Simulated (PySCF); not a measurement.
H2Te. Atoms are numbered in the order given.

```xyz
3

Te     0.0000     0.0000    -0.0432
H      0.0000    -1.1745     1.1239
H      0.0000     1.1745     1.1239
```

Coordinates come from a PBE0-D3(BJ)/def2-TZVPD optimisation. The def2 effective core potentials stand for the cores of Te; spin–orbit coupling is left out.

Method: PySCF with PBE0/def2-TZVPD.

Q: Estimate the frontier levels, gap, dipole moment and polarisability. (An estimate is asked for; the answer gives what the named calculation found.)

A: 
The highest occupied level comes out as -6.59 eV and the lowest empty level is -0.77 eV. The orbital gap is 5.82 eV, the dipole moment is 0.17 D and the quadrupole, principal values (traceless, Buckingham form, about the centre of nuclear charge) is -4.65, 1.43, 3.21 D·Å. The mean static polarisability is 44.1 bohr³ (6.53 Å³) and the polarisability, principal values is 43.3, 43.4, 45.4 bohr³.
